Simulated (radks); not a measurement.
The numbers below are computed, except where a source is named.
Problem. C I, 6 electrons, occupied as [He] 2s2 2p2. Level of theory: scalar-relativistic Kohn-Sham, PW91, spin-polarised, spherical densities, point nucleus; open shells are filled with parallel spins first (a radial shooting solver on a logarithmic mesh with Libxc functionals). Some entries of the table are withheld. Estimate them.

orbital,occ.,eigenvalue (hartree),<r> (bohr)
1s up,1,-10.04983,0.2710
1s down,1,-10.01909,0.2703
2s up,1,(1),1.554
2s down,1,(2),1.609
2p up,2,-0.22629,1.743
2p down,0,-0.13391,1.941

Solution. 
(1) 2s up eigenvalue (hartree): -0.53955
(2) 2s down eigenvalue (hartree): -0.43759
